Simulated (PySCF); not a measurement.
# `CCCOC(=O)C(=O)OCC`: 4 charge schemes on one density

C7H12O4.
Numbering: `[CH3:1][CH2:2][CH2:3][O:4][C:5](=[O:6])[C:7](=[O:8])[O:9][CH2:10][CH3:11]` (hydrogens: H12, H13, H14 on C1; H15, H16 on C2; H17, H18 on C3; H19, H20 on C10; H21, H22, H23 on C11)

Structure used (GFN2-xTB), in Å, numbered top down from 1:
```
atom  x, y, z in Å
C1     4.5469    0.1841   -0.2508
C2     3.1351    0.6956    0.0049
C3     2.1130   -0.4205   -0.1521
O4     0.8092    0.1100    0.1124
C5    -0.1736   -0.7640    0.2217
O6    -0.0696   -1.9555    0.0997
C7    -1.4989   -0.0478    0.5547
O8    -1.5630    1.0645    1.0055
O9    -2.5201   -0.8451    0.2992
C10   -3.8315   -0.3394    0.5757
C11   -4.3531    0.4993   -0.5815
H12    4.6343   -0.2150   -1.2586
H13    4.8032   -0.6038    0.4536
H14    5.2652    0.9915   -0.1386
H15    2.8919    1.4963   -0.6946
H16    3.0594    1.1004    1.0149
H17    2.3081   -1.2422    0.5465
H18    2.1248   -0.8299   -1.1688
H19   -3.7925    0.2587    1.4920
H20   -4.4485   -1.2263    0.7308
H21   -5.3669    0.8241   -0.3661
H22   -3.7251    1.3763   -0.7187
H23   -4.3531   -0.0845   -1.4989
```

Density: PBE0/pcSseg-1 (PySCF); schemes: Mulliken, IAO, Hirshfeld and ESP-fitted. The structure is a single GFN2-xTB conformer in the gas phase; no vibrational or solvent corrections.

Task: At which atom do the 4 schemes differ most?

Result: At C5: from +0.197 (Hirshfeld) to +0.809 e (ESP-fitted), 0.612 e apart.

Task: For which atoms does the sign change between the 4 schemes (beyond +0.03 e in one, beyond −0.03 e in another)?

Result: C2, C3 and C10.

Task: Give the atomic charges in each scheme.

Result: In e:

```tsv
atom	environment	Mulliken	IAO	Hirshfeld	ESP-fitted
C1	methyl carbon	-0.287	-0.421	-0.112	-0.475
C2	chain CH2 carbon	-0.274	-0.254	-0.068	+0.090
C3	sp3 carbon bound to oxygen	+0.055	-0.056	+0.013	+0.371
O4	ester single-bonded oxygen	-0.444	-0.313	-0.085	-0.605
C5	ester carbonyl carbon	+0.471	+0.473	+0.197	+0.809
O6	ester carbonyl oxygen	-0.381	-0.435	-0.248	-0.571
C7	ester carbonyl carbon	+0.471	+0.471	+0.200	+0.526
O8	ester carbonyl oxygen	-0.383	-0.438	-0.244	-0.472
O9	ester single-bonded oxygen	-0.441	-0.313	-0.088	-0.460
C10	sp3 carbon bound to oxygen	+0.008	-0.059	+0.016	+0.360
C11	methyl carbon	-0.310	-0.433	-0.121	-0.360
H12	methyl hydrogen	+0.113	+0.139	+0.042	+0.107
H13	methyl hydrogen	+0.114	+0.140	+0.043	+0.113
H14	methyl hydrogen	+0.126	+0.150	+0.048	+0.138
H15	methylene hydrogen	+0.130	+0.144	+0.042	+0.030
H16	methylene hydrogen	+0.131	+0.145	+0.043	+0.024
H17	methylene hydrogen	+0.127	+0.146	+0.042	+0.007
H18	methylene hydrogen	+0.123	+0.143	+0.044	+0.010
H19	methylene hydrogen	+0.132	+0.152	+0.042	+0.010
H20	methylene hydrogen	+0.135	+0.160	+0.054	+0.028
H21	methyl hydrogen	+0.122	+0.153	+0.053	+0.086
H22	methyl hydrogen	+0.136	+0.157	+0.043	+0.123
H23	methyl hydrogen	+0.126	+0.150	+0.044	+0.110
```

Mean size of the charges over all atoms: ESP-fitted 0.256 e, IAO 0.237 e, Mulliken 0.219 e, Hirshfeld 0.084 e. Each set sums to the total charge, 0, to within 0.001 e. The Mulliken scheme counts on each atom the diagonal of the density matrix times the overlap matrix over that atom's basis functions.

Task: Sum the charges by element.

Result: 
```
element  atoms  Mulliken     IAO  Hirshfeld  ESP-fitted
      C      7    +0.134  -0.279     +0.126      +1.321
      O      4    -1.649  -1.499     -0.666      -2.108
      H     12    +1.515  +1.778     +0.540      +0.787
```

Task: How closely do the schemes follow one another over all atoms?

Result: Correlation coefficient and root-mean-square difference: Mulliken with IAO 0.97, 0.065 e; IAO with Hirshfeld 0.95, 0.173 e; Mulliken with Hirshfeld 0.93, 0.165 e; Mulliken with ESP-fitted 0.88, 0.169 e; Hirshfeld with ESP-fitted 0.86, 0.259 e; IAO with ESP-fitted 0.84, 0.191 e.

Task: How many electrons does the Hirshfeld scheme count on C10?

Result: Z − q = 6 − (+0.016) = 5.984.
